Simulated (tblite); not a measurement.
Si (SMILES [Si+]), charge +1, doublet; GFN1-xTB with ALPB(water) in tblite.

tblite was given this input:
```
$ tblite run mol.xyz --method gfn1 --charge 1 --spin 1 --alpb water --json tblite.json --no-restart

# file mol.xyz
1

Si     0.00000000     0.00000000     0.00000000
```

What the program printed (banner, timings and long lists left out):

```
xTB calculator
 | screened Coulomb repulsion
 | Coulomb electrostatics
 |  * isotropic Klopman-Ohno-Mataga-Nishimoto electrostatics
 |  * onsite third-order electrostatics
 | DFT-D3(BJ) dispersion correction
 | Interactions (3)
 | [1] alpb/gbsa reaction field model
 | [2] cds contribution to solvation
 | [3] empirical free energy shift and standard state/solvent correction

halogen bonding energy    0.0000000000000E+00 Eh
repulsion energy          0.0000000000000E+00 Eh
dispersion energy         0.0000000000000E+00 Eh
interaction energy       -1.4595829751219E-03 Eh
number of electrons       3.0000000000000E+00 e
integral cutoff           2.8146159136829E+01 bohr

------------------------------------------------------------
  cycle        total energy    energy error   density error
------------------------------------------------------------
      1     -1.279216870971  -1.2777573E+00   4.0824829E-01
      2     -1.279216870971   0.0000000E+00   2.4494897E-01
      3     -1.279216870971   0.0000000E+00   1.4695469E-05
------------------------------------------------------------

electronic energy        -1.2777572879963E+00 Eh
total energy             -1.2792168709715E+00 Eh

Post processing:
 | Mayer-Wiberg bond orders

[Info] JSON dump of results written to 'tblite.json'
```
